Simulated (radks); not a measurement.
Q: All-electron atom: Zn in [Ar] 3d10 4s2 (the NIST ground configuration). Method: Dirac Kohn-Sham, LDA (Slater exchange, Perdew-Wang correlation), spin-unpolarised, spherical densities, finite nucleus; Fermi nuclear charge, rms radius 3.9283 fm; computed with a radial shooting solver on a logarithmic mesh with Libxc functionals. Some entries of the table are withheld. Estimate them.

| orbital | occ. | eigenvalue (eV) | <1/r> (bohr^-1) | <r^2> (bohr^2) |
|---|---|---|---|---|
| 1s1/2 | 2 | -9504.544 | 30.18 | 0.003415 |
| 2s1/2 | 2 | -1155.746 | 6.608 | (1) |
| 2p1/2 | 2 | -1019.066 | 6.573 | (2) |
| 2p3/2 | 4 | -995.2463 | 6.416 | (3) |
| 3s1/2 | 2 | -128.5891 | 2.095 | 0.5385 |
| 3p1/2 | 2 | -85.3132 | 1.964 | 0.5910 |
| 3p3/2 | 4 | -82.2346 | 1.925 | 0.6096 |
| 3d3/2 | 4 | -10.6394 | 1.518 | 1.119 |
| 3d5/2 | 6 | -10.2814 | 1.506 | 1.143 |
| 4s1/2 | 2 | -6.2191 | (4) | 8.124 |

A: 
(1) 2s1/2 <r^2> (bohr^2): 0.06053
(2) 2p1/2 <r^2> (bohr^2): 0.04727
(3) 2p3/2 <r^2> (bohr^2): 0.04880
(4) 4s1/2 <1/r> (bohr^-1): 0.4972
